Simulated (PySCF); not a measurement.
**Finite-field polarisability of Al (aluminium, neutral)**

[Ne] 3s2 3p1, 2P determinant. Calculation: PySCF 2.14, in dyall-av3z (19s12p3d2f, 84 functions); scalar relativity by spin-free X2C-1e. Frozen: [Ne]. Energy changes in a uniform field (μhartree):

```csv
axis,F (au),HF,MP2,CCSD,CCSD(T)
x,0.002,-103.482,-102.156,-99.461,-99.523
x,0.004,-414.253,-408.955,-398.144,-398.396
y,0.0016,-102.626,-99.831,-96.405,-96.385
y,0.0032,-412.031,-400.771,-386.947,-386.867
```

By symmetry the remaining axis equals x.

Task: Derive α along x at CCSD(T) from the two fields.

Result: With ΔE = −αF²/2 − γF⁴/24, α = −(16 ΔE(F) − ΔE(2F))/(6F²) = 49.75 bohr³.

Task: And the mean polarisability at each level?

Result: The components xx, yy, zz at CCSD(T) are 49.75, 75.21, 49.75, the third axis being equal by symmetry to one of the two computed. Means: HF 61.18, MP2 60.01, CCSD 58.22, CCSD(T) 58.24 bohr³. Reference: 57.8 ± 1 bohr³ (recommended; Schwerdtfeger and Nagle, table of static dipole polarizabilities (2023 update)).
